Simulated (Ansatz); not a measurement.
Basis sets compared for Li₄Br₃⁺ (the lowest singlet isomer of a short search). The state is a singlet with charge 1. Geometry r2SCAN-D4/def2-SVP. Ansatz on 4 threads of Arm Neoverse V1 on a shared host; times are rough, and most runs start from earlier orbitals.

Cartesian coordinates in Å:
```
Li -2.024 1.222 -0.634
Li 0.407 -2.003 -1.347
Li 1.971 1.426 0.271
Li -0.255 -0.465 1.233
Br -1.792 -1.210 -0.638
Br -0.307 2.045 0.897
Br 2.000 -1.016 0.220
```

The 6-31G sets use Cartesian d functions. B3LYP takes the VWN-RPA correlation. The structure comes from a short search, and lower isomers may exist.

| level | functions | energy (Eh) | HOMO (eV) | LUMO (eV) | wall time |
| --- | --- | --- | --- | --- | --- |
| HF/6-31G | 123 | -7746.1892 | -14.80 | -2.91 | 1.3 s |
| PBE-D4/def2-SVP | 132 | -7750.5467 | -10.61 | -5.01 | 1.8 s |
| B3LYP-D4/6-31G | 123 | -7751.7506 | -11.71 | -4.92 | 2.7 s |
| PBE0-D4/def2-SVP | 132 | -7750.8432 | -11.88 | -4.42 | 2.5 s |

Q: Estimate the rows for HF/def2-TZVP, PBE-D4/def2-TZVP, B3LYP-D4/def2-TZVP, PBE0-D4/def2-TZVP.

A: 
```csv
level,functions,energy (Eh),HOMO (eV),LUMO (eV),wall time
HF/def2-TZVP,200,-7747.2936,-14.68,-2.78,4.6 s
PBE-D4/def2-TZVP,200,-7751.4959,-10.64,-5.05,2.7 s
B3LYP-D4/def2-TZVP,200,-7752.8783,-11.61,-4.74,5.5 s
PBE0-D4/def2-TZVP,200,-7751.7897,-11.87,-4.45,5.5 s
```
